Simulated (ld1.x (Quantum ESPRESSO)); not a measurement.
## Before and after: ultrasoft potential for Pt

- Element: Pt (Z = 78)
- Generator: ld1.x (Quantum ESPRESSO) 7.5
- Type: ultrasoft
- Functional: LDA (PZ)
- Relativity: fully relativistic
- Frozen core: [Xe] 4f14
- Valence charge: 10
- Reference configuration: 5d9 6s0 6p0 (charge +1)
- Partial waves: 6s (bound, empty): rcut 2.25, rcutus 2.75 bohr; 6s channel at -0.35 Ry: rcut 2.25, rcutus 2.75 bohr; 6p (bound, empty): rcut 2.55, rcutus 2.85 bohr; 6p channel at 1.35 Ry: rcut 2.55, rcutus 2.85 bohr; 5d (bound): rcut 1.25, rcutus 1.55 bohr; 5d channel at -0.65 Ry: rcut 1.25, rcutus 1.55 bohr
- Local potential: all-electron potential smoothed inside 2.25 bohr (lloc = -1)
- Core correction: a·sin(br)/r model core inside 1.15 bohr
- Augmentation charge: PSQ, radius 1.40 bohr

Open shells are filled in proportion to 2j + 1 (rel_dist='average').

Change: all radii but the core radius scaled by about 0.90 (s 2.46, p 2.56, d 1.38 bohr, rcut 2.02/2.28/1.12); local potential all-electron potential smoothed inside 2.02 bohr (lloc = -1); augmentation PSQ, radius 1.26 bohr.

Cutoffs: the cutoffs (Ry, on a coarse ladder) from which the occupation-weighted sum of valence levels, in a spherical-Bessel basis at the reference potential, stays within 10 and 1 mRy of its value at 400 Ry; they do not see the model core or the augmentation charge, which bear on the density cutoff. Errors are all-electron minus pseudo energies relative to the spin-unpolarised reference configuration.

Task: What does the change do?

Result: The potential gets harder (45 Ry and 80 Ry → 55 Ry and 100 Ry); the s channel binds one level more than in the base; of the 7 tests that both files solve, the error grows in 0 and shrinks in 4 by more than 15 % and 0.3 meV (median size 37.5 → 26.2 meV); neither file shows a bound ghost at the reference potential, the only one tested. A smaller radius makes the pseudo-wave follow the all-electron one further in, where it bends more sharply, so more plane waves are needed. Less of the atom is replaced, so other configurations are described better.

| quantity | base | changed |
| --- | --- | --- |
| cutoff, loose | 45 Ry | 55 Ry |
| cutoff, tight | 80 Ry | 100 Ry |
| bound ghosts | none | none |
| error for 5d9 6s1 6p0, meV [ΔE -9.56 eV] | -6.6 | -2.5 |
| error for 5d8 6s0 6p0, meV [ΔE 20.28 eV] | -37 | -38 |
| error for 5d7 6s0 6p0, meV [ΔE 52.79 eV] | -221 | -224 |
| error for 5d6 6s0 6p0, meV [ΔE 98.72 eV] | -677 | -688 |
| error for 5d9 6s0.5 6p0, meV [ΔE -5.69 eV] | -2.0 | -0.7 |
| error for 5d9.5 6s0.5 6p0, meV [ΔE -9.66 eV] | -4.9 | -3.6 |
| error for 5d8 6s2 6p0, meV [ΔE -8.61 eV] | -42 | -26 |
| lowest overlap eigenvalue by channel | s 0.30, p1/2 0.51, p3/2 0.51, d3/2 0.97, d5/2 0.96 | s 0.34, p1/2 0.49, p3/2 0.55, d3/2 0.87, d5/2 0.86 |

Changed file: These tests converged, but a pseudo level misses the all-electron one widely, so the file describes the atom poorly there or has found another state: 5d6 6s0 6p0: empty 6s by 9.3 eV.
